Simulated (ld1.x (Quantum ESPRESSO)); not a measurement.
## An all-electron radial function and its pseudo partner (lanthanum)

Columns: radius, all-electron u(r) and pseudo u(r) of the 5d shell (level -3.09 eV) of lanthanum in the configuration [Kr] 4d10 4f0 5s2 5p6 5d1 6s2 6p0; PBE, scalar-relativistic, TM semilocal scheme, ld1.x (Quantum ESPRESSO) 7.5.

| r (bohr) | all-electron | pseudo |
| --- | --- | --- |
| 0.173 | 0.1752 | 0.0016 |
| 0.345 | -0.0703 | 0.0126 |
| 0.518 | -0.2642 | 0.0404 |
| 0.690 | -0.2383 | 0.0885 |
| 0.862 | -0.0910 | 0.1563 |
| 1.035 | 0.0884 | 0.2396 |
| 1.208 | 0.2533 | 0.3297 |
| 1.380 | 0.3865 | 0.4167 |
| 1.553 | 0.4859 | 0.4933 |
| 1.725 | 0.5531 | 0.5527 |
| 1.898 | 0.5941 | 0.5931 |
| 2.070 | 0.6140 | 0.6145 |
| 2.242 | 0.6183 | 0.6200 |
| 2.415 | 0.6114 | 0.6132 |
| 2.588 | 0.5966 | 0.5979 |
| 2.760 | 0.5767 | 0.5774 |
| 2.932 | 0.5537 | 0.5539 |
| 3.105 | 0.5288 | 0.5288 |
| 3.278 | 0.5030 | 0.5030 |
| 3.450 | 0.4772 | 0.4772 |
| 3.623 | 0.4514 | 0.4514 |
| 3.795 | 0.4262 | 0.4262 |
| 3.968 | 0.4014 | 0.4014 |
| 4.140 | 0.3775 | 0.3775 |
| 4.312 | 0.3544 | 0.3544 |
| 4.485 | 0.3319 | 0.3319 |

(1) How many radial nodes do the two functions have?

(2) At about which radius was the pseudo-wave matched?

(3) Is the pseudo-wave norm-conserving?

## Answers

(1) The all-electron 5d function has n − l − 1 = 2; the pseudo-wave has 0, since the states of the same l below it are removed with the core.

(2) 3.45 bohr. The columns agree to 0.0005 from 2.93 bohr on; several derivatives are matched, so the curves merge somewhat inside the radius.

(3) Yes: the TM semilocal scheme keeps the norm inside the radius equal to the all-electron one, which fixes the energy derivative of the logarithmic derivative at the level.
